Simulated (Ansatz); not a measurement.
[CdCl4]2- (CdCl₄²⁻). The state is a singlet with charge -2. Geometry PBE0-D4/def2-SVPD; atoms count from 1.

```xyz
5

Cd    0.000    0.000    0.000
Cl    1.849   -0.539   -1.659
Cl    0.006    2.493    0.495
Cl    0.391   -1.292    2.154
Cl   -2.246   -0.662   -0.989
```

In the def2 sets Cd takes a core potential; there is no spin–orbit coupling. A multiply charged anion in the gas phase is held together partly by the finite basis.

(1) Estimate the Mulliken populations from the PBE0/def2-TZVPD orbitals of Ansatz.

(2) And the Mayer bond orders between bonded heavy atoms (over 0.3)?

## Answers

(1) 
```tsv
atom	charge (e)	d electrons
Cd1	0.98	10.06
Cl2	-0.74	–
Cl3	-0.74	–
Cl4	-0.74	–
Cl5	-0.74	–
```
Mulliken values and Mayer orders depend strongly on the basis. With diffuse functions, as here, like atoms can get unlike values, and bond orders can come out too low or too high.

(2) Cd1–Cl2 0.45 (2.54 Å); Cd1–Cl3 0.45 (2.54 Å); Cd1–Cl4 0.45 (2.54 Å); Cd1–Cl5 0.45 (2.54 Å).
